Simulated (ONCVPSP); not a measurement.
**boron: variants of one ONCV potential**

Base potential:

| Property | Result |
| --- | --- |
| Element | B |
| Generator | ONCVPSP 4.0.1 |
| Type | optimised norm-conserving Vanderbilt (ONCV) |
| Functional | PBEsol |
| Relativity | scalar-relativistic |
| Frozen core | [He] |
| Valence charge | 3 |
| Reference configuration | 2s1 2p2 |
| Partial waves | 2s: rc 1.70 bohr, ncon 4, nbas 8, qcut 4.8 1/bohr, 1 projector; 2p: rc 2.80 bohr, ncon 4, nbas 8, qcut 4.7 1/bohr, 2 projectors, debl 1.9 Ha; d scattering state at 0.19 Ha: rc 2.30 bohr, ncon 4, nbas 7, qcut 4.4 1/bohr, 1 projector |
| Local potential | polynomial inside 1.25 bohr (lpopt 5, dvloc0 0 Ha) |
| Core correction | none |

All-electron outer shells of the reference configuration (PBEsol, scalar-relativistic, ld1.x):

```
shell  level (eV)  outermost node (bohr)  outermost maximum (bohr)
   1s     -180.69                      –                      0.21
   2s       -9.85                   0.46                      1.52
   2p       -4.02                      –                      1.57
```

Cutoffs, loose and tight: the cutoffs (Ha) at which the residual kinetic energy of the hardest occupied pseudo-wave falls to 1 and 0.1 mHa per electron. They do not see the model core or the augmentation charge, which bear on the density cutoff. Test errors are all-electron minus pseudo excitation energies from the reference, over the configurations 2s2 2p1; 2s2 2p0; 2s1 2p0; 2s2 2p0.5. A dash means not determined; rows that change the core or the reference have their own tests.

```tsv
change	outcome	cutoff, loose	cutoff, tight	bound ghosts	GHOST(+) flags above zero	largest test error (meV)
base	generated	8.7 Ha	12 Ha	none	none	+400
s: qcut 3.3; p: qcut 3.3; d: qcut 3.1	generated	15 Ha	55 Ha	none	none	+667
s: qcut 3.9; p: qcut 3.8; d: qcut 3.6	generated	7.9 Ha	50 Ha	none	none	+542
s: qcut 5.2; p: qcut 5.1; d: qcut 4.8	generated	9.4 Ha	12 Ha	none	none	+354
s: qcut 6.1; p: qcut 5.9; d: qcut 5.6	generated	11 Ha	14 Ha	none	none	+286
s: qcut 7; p: qcut 6.8; d: qcut 6.4	generated	12 Ha	16 Ha	none	none	+246
```
